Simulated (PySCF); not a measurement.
## Electric field gradients and quadrupole coupling constants

Compound: [(OH)3Si]2S.
Cartesian coordinates in Å at the PBE0-D3(BJ)/def2-SVP level; atoms count from 1:
```xyz
15
H6O6SSi2 angstrom
Si    -1.2219   -1.1772   -0.3228
O      0.0865   -2.1155   -0.0250
O     -1.3117   -0.5746   -1.8491
O     -2.5760   -2.0551   -0.0476
S     -1.1733    0.4952    1.0825
Si     0.7777    1.0714    0.5545
O      1.9302   -0.0729    0.9233
O      1.2287    2.4559    1.3173
O      0.8297    1.1453   -1.1084
H      0.8534   -1.6823    0.3793
H     -0.6695    0.1383   -1.9913
H     -3.3091   -1.8477   -0.6350
H      2.2541   -0.0645    1.8306
H      0.5557    3.1348    1.4255
H      1.7127    1.0728   -1.4900
```

Field gradients from the PBE0/pcSseg-1 density (PySCF, non-relativistic), principal values in atomic units, ordered |Vxx| ≤ |Vyy| ≤ |Vzz|:

| atom | Vxx | Vyy | Vzz |
| --- | --- | --- | --- |
| O2 | -0.2585 | -1.1110 | 1.3695 |
| O3 | -0.1891 | -1.1318 | 1.3209 |
| O4 | -0.3192 | -1.1470 | 1.4662 |
| S5 | 0.3309 | 1.2248 | -1.5557 |
| O7 | -0.2860 | -1.1330 | 1.4190 |
| O8 | -0.3102 | -1.1481 | 1.4583 |
| O9 | -0.2737 | -1.1560 | 1.4297 |

**Question.** Find the asymmetry η = (Vxx − Vyy)/Vzz and the couplings χ = eQV/h (234.96 MHz × Q in barn × V in au), with Q(17O) = −0.0256 b, Q(33S) = −0.0678 b.

**Answer.** 
| atom | environment | nucleus | η | χzz (MHz) | χxx (MHz) | χyy (MHz) |
| --- | --- | --- | --- | --- | --- | --- |
| O2 | oxygen bonded to Si and H | 17O | 0.62 | -8.24 | 1.56 | 6.68 |
| O3 | oxygen bonded to Si and H | 17O | 0.71 | -7.95 | 1.14 | 6.81 |
| O4 | oxygen bonded to Si and H | 17O | 0.56 | -8.82 | 1.92 | 6.90 |
| S5 | sulfur bonded to 2 Si | 33S | 0.57 | 24.78 | -5.27 | -19.51 |
| O7 | oxygen bonded to Si and H | 17O | 0.60 | -8.54 | 1.72 | 6.82 |
| O8 | oxygen bonded to Si and H | 17O | 0.57 | -8.77 | 1.87 | 6.91 |
| O9 | oxygen bonded to Si and H | 17O | 0.62 | -8.60 | 1.65 | 6.95 |

The tensor is traceless: Vxx + Vyy + Vzz = 0.

**Question.** What is Vzz at O8 in SI units (1 au = 9.71736 × 10²¹ V/m²)?

**Answer.** 1.4583 au = 14.171 × 10²¹ V/m².

**Question.** And the gradient at the other heavy atoms, for which no coupling is worked out here?

**Answer.** 
| atom | environment | Vzz (au) | η |
| --- | --- | --- | --- |
| Si1 | silicon bonded to 3 O and S | 0.365 | 0.41 |
| Si6 | silicon bonded to 3 O and S | 0.123 | 0.05 |

Were the hydrogens deuterons (Q(2H) = 0.00286 b), χzz would run from 286 kHz (H10) to 322 kHz (H12 and H14).

One conformer (not necessarily the lowest) at the PBE0-D3(BJ)/def2-SVP geometry, without solvent, vibrations or thermal averaging. The basis is small and wasn't made for field gradients, so the couplings can be 20 % off.
